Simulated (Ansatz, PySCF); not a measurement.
# One recipe, two programs

Each step was found twice, by two independent programs: Ansatz 0.2.0 (Cholesky-factored integrals) and PySCF 2.14 (density fitting with its default auxiliary sets, JK sets also for MP2 and CCSD(T)), each with its own PBE0-D4/def2-TZVP structures. Gas-phase electronic energies, without zero-point energy, by CCSD(T) at an estimated basis limit (MP2 extrapolated from triple and quadruple zeta, plus CCSD(T) − MP2 in triple zeta); def2-TZVPP and QZVPP, frozen cores, on PBE0-D4/def2-TZVP structures. Extrapolation: Hartree–Fock as exp(−7.88 √X), correlation as X^−2.97. Barriers and step energies count from each program's own start structure, in kcal/mol.

| step | barrier, Ansatz | barrier, PySCF | step energy, Ansatz | step energy, PySCF |
| --- | --- | --- | --- | --- |
| GaH₂F ([F][GaH2]) → GaH + HF | 59.53 | 59.21 | 34.16 | 33.88 |
| BHCl₂ ([Cl][BH][Cl]) + HCl → BCl₃ ([Cl][B]([Cl])[Cl]) + H₂ | 27.38 | 27.05 | -11.72 | -11.64 |
| CH₄OSi ([CH3][Si][OH]) → CH₄OSi ([CH3][SiH][O]) | 57.54 | 57.36 | 0.11 | 0.32 |
| BH₃S ([BH2][SH]) + H₂O → BH₃O ([BH2][OH]) + H₂S | 16.68 | 16.71 | -6.13 | -5.75 |
| Si₂H₆S ([SiH3][SiH2][SH]) → Si₂H₄ ([SiH][SiH3]) + H₂S (still joined by a long Si–S bond) | 62.67 | 62.38 | 49.84 | 49.67 |

Where do the two programs differ most in the barrier, and how do such differences compare with 1 kcal/mol (0.043 eV)?

For BHCl₂ ([Cl][BH][Cl]) + HCl → BCl₃ ([Cl][B]([Cl])[Cl]) + H₂, by 0.33 kcal/mol. All differences lie under 1 kcal/mol.

The T1 diagnostic stays at or below 0.024. The restricted Hartree–Fock reference is unstable towards an unrestricted one at one or more of these structures. The filled d shells of Ga are correlated in sets not built for that, so values that involve them are less sure.

Labels in which every atom is bracketed show which atoms are joined, not bond orders.
